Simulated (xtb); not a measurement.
Job for xtb: GFN2-xTB on AlH3Se2 (SMILES [SeH][AlH][SeH]), a point of a torsion scan.

```
$ xtb mol.xyz --gfn 2 --opt vtight --chrg 0 --uhf 0 --input xcontrol
6

Se    -2.15349244    -0.40578920    -0.64970669
Al    -0.01229098     0.71030117    -0.53848584
Se     1.88876383    -0.73586090    -0.91751342
H     -2.51190785    -0.91306759     0.76989346
H      0.10482739     1.90020511     0.53550463
H      2.80859998    -0.74431812     0.29533554
$constrain
  force constant=1.0
  dihedral: 4,1,2,3,90.0
$end
```

It printed:

```
[...]
           -------------------------------------------------
          |                Calculation Setup                |
           -------------------------------------------------



           -------------------------------------------------
          |                 G F N 2 - x T B                 |
           -------------------------------------------------

        Reference                      10.1021/acs.jctc.8b01176
      * Hamiltonian:
        H0-scaling (s, p, d)           1.850000    2.230000    2.230000
        zeta-weighting                 0.500000
      * Dispersion:
        s8                             2.700000
        a1                             0.520000
        a2                             5.000000
        s9                             5.000000
      * Repulsion:
        kExp                           1.500000    1.000000
        rExp                           1.000000
      * Coulomb:
        alpha                          2.000000
        third order                    shell-resolved
        anisotropic                    true
        a3                             3.000000
        a5                             4.000000
        cn-shift                       1.200000
        cn-exp                         4.000000
        max-rad                        5.000000


          ...................................................
          :                      SETUP                      :
          :.................................................:
          :  # basis functions                  33          :
          :  # atomic orbitals                  30          :
          :  # shells                           12          :
          :  # electrons                        18          :
          :  max. iterations                   250          :
          :  Hamiltonian                  GFN2-xTB          :
          :  restarted?                      false          :
          :  GBSA solvation                  false          :
          :  PC potential                    false          :
          :  electronic temp.          300.0000000     K    :
          :  accuracy                    1.0000000          :
          :  -> integral cutoff          0.2500000E+02      :
          :  -> integral neglect         0.1000000E-07      :
          :  -> SCF convergence          0.1000000E-05 Eh   :
          :  -> wf. convergence          0.1000000E-03 e    :
          :  Broyden damping             0.4000000          :
          :  net charge                          0          :
          :  unpaired electrons                  0          :
          ...................................................

 iter      E             dE          RMSdq      gap      omega  full diag
   1     -8.8891336 -0.888913E+01  0.156E+01    3.27       0.0  T
   2     -8.9709674 -0.818338E-01  0.127E+01    1.54       1.0  T
   3     -8.9844196 -0.134522E-01  0.568E+00    2.31       1.0  T
   4     -8.9912678 -0.684824E-02  0.186E+00    2.09       1.0  T
   5     -8.9939559 -0.268811E-02  0.616E-01    2.23       1.0  T
   6     -8.9940747 -0.118762E-03  0.196E-01    2.17       1.0  T
   7     -8.9940984 -0.236772E-04  0.134E-01    2.19       1.0  T
   8     -8.9941016 -0.318266E-05  0.512E-02    2.18       1.0  T
   9     -8.9941042 -0.262281E-05  0.204E-02    2.18       2.0  T
  10     -8.9941044 -0.229226E-06  0.102E-02    2.18       4.0  T
  11     -8.9941045 -0.104235E-06  0.310E-03    2.18      13.2  T
  12     -8.9941045 -0.127533E-07  0.702E-04    2.18      58.2  T
  13     -8.9941045 -0.482952E-09  0.182E-04    2.18     224.5  T

   *** convergence criteria satisfied after 13 iterations ***

         #    Occupation            Energy/Eh            Energy/eV
      -------------------------------------------------------------
         1        2.0000           -0.7520876             -20.4653
       ...           ...                  ...                  ...
         3        2.0000           -0.5172674             -14.0756
         4        2.0000           -0.4847163             -13.1898
         5        2.0000           -0.4733353             -12.8801
         6        2.0000           -0.4193324             -11.4106
         7        2.0000           -0.4068634             -11.0713
         8        2.0000           -0.4043432             -11.0027
         9        2.0000           -0.3935427             -10.7088 (HOMO)
        10                         -0.3133357              -8.5263 (LUMO)
        11                         -0.2534856              -6.8977
        12                         -0.2379456              -6.4748
        13                         -0.2039422              -5.5496
        14                         -0.1999125              -5.4399
       ...                                ...                  ...
        30                          1.2702393              34.5650
      -------------------------------------------------------------
                  HL-Ga
[...]
       -0.2343191              -6.3761
        12                         -0.2050717              -5.5803
        13                         -0.1943146              -5.2876
        14                         -0.1577059              -4.2914
       ...                                ...                  ...
        30                          1.5960963              43.4320
      -------------------------------------------------------------
                  HL-Gap            0.1440210 Eh            3.9190 eV
             Fermi-level           -0.3319352 Eh           -9.0324 eV

 SCC (total)                   0 d,  0 h,  0 min,  0.002 sec
 SCC setup                      ...        0 min,  0.000 sec (  1.551%)
 Dispersion                     ...        0 min,  0.000 sec (  0.415%)
 classical contributions        ...        0 min,  0.000 sec (  0.172%)
 integral evaluation            ...        0 min,  0.001 sec ( 29.058%)
 iterations                     ...        0 min,  0.001 sec ( 22.261%)
 molecular gradient             ...        0 min,  0.001 sec ( 42.796%)
 printout                       ...        0 min,  0.000 sec (  3.378%)

         :::::::::::::::::::::::::::::::::::::::::::::::::::::
         ::                     SUMMARY                     ::
         :::::::::::::::::::::::::::::::::::::::::::::::::::::
         :: total energy              -9.001457123795 Eh    ::
         :: gradient norm              0.000046116670 Eh/a0 ::
         :: HOMO-LUMO gap              3.919010602604 eV    ::
         ::.................................................::
         :: SCC energy                -9.039258353593 Eh    ::
         :: -> isotropic ES            0.032037817396 Eh    ::
         :: -> anisotropic ES          0.002709387991 Eh    ::
         :: -> anisotropic XC         -0.003038586955 Eh    ::
         :: -> dispersion             -0.003795391428 Eh    ::
         :: repulsion energy           0.037801187268 Eh    ::
         :: add. restraining           0.000000042530 Eh    ::
         :: total charge               0.000000000000 e     ::
         :::::::::::::::::::::::::::::::::::::::::::::::::::::

           -------------------------------------------------
          |                Property Printout                |
           -------------------------------------------------

    * Orbital Energies and Occupations

         #    Occupation            Energy/Eh            Energy/eV
      -------------------------------------------------------------
         1        2.0000           -0.7568146             -20.5940
         2        2.0000           -0.7529677             -20.4893
         3        2.0000           -0.5158829             -14.0379
         4        2.0000           -0.4932819             -13.4229
         5        2.0000           -0.4886753             -13.2975
         6        2.0000           -0.4191015             -11.4043
         7        2.0000           -0.4098236             -11.1519
         8        2.0000           -0.4058700             -11.0443
         9        2.0000           -0.4039457             -10.9919 (HOMO)
        10                         -0.2599247              -7.0729 (LUMO)
        11                         -0.2343191              -6.3761
        12                         -0.2050717              -5.5803
        13                         -0.1943146              -5.2876
        14                         -0.1577059              -4.2914
        15                         -0.1514095              -4.1201
        16                         -0.1394845              -3.7956
        17                         -0.1091959              -2.9714
        18                         -0.0223618              -0.6085
        19                         -0.0182498              -0.4966
        20                          0.0242412               0.6596
       ...                                ...                  ...
        30                          1.5960963              43.4320
      -------------------------------------------------------------
                  HL-Gap            0.1440210 Eh            3.9190 eV
             Fermi-level           -0.3319352 Eh           -9.0324 eV

     #   Z          covCN         q      C6AA      α(0)
     1  34 Se       1.766    -0.272   244.903    27.271
     2  13 Al       2.567     0.398    93.871    19.832
     3  34 Se       1.766    -0.298   245.829    27.322
     4   1 H        0.925     0.162     1.314     1.793
     5   1 H        0.884    -0.160     8.222     4.488
     6   1 H        0.925     0.169     1.268     1.761
Note: The following floating-point exceptions are signalling: IEEE_UNDERFLOW_FLAG IEEE_DENORMAL
normal termination of xtb

 Mol. C6AA /au·bohr⁶  :       2113.357132
 Mol. C8AA /au·bohr⁸  :     140964.130910
 Mol. α(0) /au        :         82.466482


Wiberg/Mayer (AO) data.
largest (>0.10) Wiberg bond orders for each atom

 ---------------------------------------------------------------------------
     #   Z sym  total        # sym  WBO       # sym  WBO       # sym  WBO
 ---------------------------------------------------------------------------
     1  34 Se   2.234 --     2 Al   1.226     4 H    0.886
     2  13 Al   3.455 --     1 Se   1.226     3 Se   1.209     5 H    0.853
     3  34 Se   2.217 --     2 Al   1.209     6 H    0.888
     4   1 H    0.974 --     1 Se   0.886
     5   1 H    0.975 --     2 Al   0.853
     6   1 H    0.971 --     3 Se   0.888
 ---------------------------------------------------------------------------

Topologies differ in total number of bonds
Writing topology from bond orders to xtbtopo.mol

molecular dipole:
                 x           y           z       tot (Debye)
 q only:        0.135       0.093       0.611
   full:        0.168       0.336       0.661       1.933
molecular quadrupole (traceless):
                xx          xy          yy          xz          yz          zz
 q only:        0.438       3.691      -0.857      -1.360      -2.734       0.419
  q+dip:       -3.205       4.633       0.843      -0.988      -2.961       2.362
   full:       -4.400       5.236      -0.327      -1.047      -5.827       4.728

           -------------------------------------------------
          |                Geometry Summary                 |
           -------------------------------------------------

      molecular mass/u    :      187.9241379
   center of mass at/Å    :       -0.1722551      -0.4364445      -0.6126765
  moments of inertia/u·Å² :        0.3362115E+02   0.6873482E+03   0.7168092E+03
rotational constants/cm⁻¹ :        0.5013996E+00   0.2452561E-01   0.2351760E-01

 * 5 selected distances

     #   Z          #   Z                                           value/Å
     1  34 Se       2  13 Al                                      2.3055773
     2  13 Al       3  34 Se                                      2.3089573 (max)
     1  34 Se       4   1 H                                       1.4451073
     2  13 Al       5   1 H                                       1.5329369
     3  34 Se       6   1 H                                       1.4421793 (min)

 * 3 distinct bonds (by element types)

   Z      Z             #   av. dist./Å        max./Å        min./Å
   1 H   13 Al          1     1.5329369     1.5329369     1.5329369
   1 H   34 Se          2     1.4436433     1.4451073     1.4421793
  13 Al  34 Se          2     2.3072673     2.3089573     2.3055773


optimized geometry written to: xtbopt.xyz


           -------------------------------------------------
          | TOTAL ENERGY               -9.001457123795 Eh   |
          | GRADIENT NORM               0.000046116670 Eh/α |
          | HOMO-LUMO GAP               3.919010602604 eV   |
           -------------------------------------------------

------------------------------------------------------------------------
------------------------------------------------------------------------
 total:
 SCF:
 ANC optimizer:
```

The run finished.

Warnings raised: the energy holds the restraint's term.

Cost: around 0.12 core-seconds (rough).
